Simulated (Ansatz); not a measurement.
`F[Si](F)(F)O[Si](Cl)(Cl)Cl` + HI → `Cl[Si](Cl)(Cl)I` + `O[Si](F)(F)F`  (ligand exchange at the Si–O bond)

Gas-phase electronic energies from Ansatz, PBE0-D4/def2-TZVP geometries. CBS: MP2 limit from def2 TZ/QZ plus the TZ coupled-cluster correction, frozen cores. DFT in def2-TZVPP. B3LYP here is the variant with VWN-RPA as its local correlation; programs differ in this. Elements past krypton have def2 core potentials. For I outer-core shells are correlated without core-valence functions, which leaves a few kJ/mol of doubt a bond. One conformer a species, not always the lowest.

```csv
species,B3LYP energy (Eh)
`F[Si](F)(F)O[Si](Cl)(Cl)Cl`,-2335.13292
HI,-298.40577
`Cl[Si](Cl)(Cl)I`,-1968.20208
`O[Si](F)(F)F`,-665.31855
```

Problem. Work out ΔE.

Solution. ΔE = (-1968.20208) + (-665.31855) − (-2335.13292) − (-298.40577) = 0.01806 Eh = +47.4 kJ/mol. CCSD(T)/CBS gives +40.7 kJ/mol.

Largest T1 diagnostic among the species: 0.011.

From BLYP to BHLYP (50 % exact exchange), in def2-TZVPP and without D4, ΔE moves by +14.1 kJ/mol. Leaving LDA and LC-ωPBE aside and taking each functional with its dispersion term where it has one, the values, not all of them listed here, spread over 29.7 kJ/mol, from PBE-D4 to CAM-B3LYP-D4. LDA lies +7.2 kJ/mol from PBE without D4. At CCSD(T), def2-SVP lies +13.9 kJ/mol from the extrapolated value and def2-TZVPP +11.6 kJ/mol.
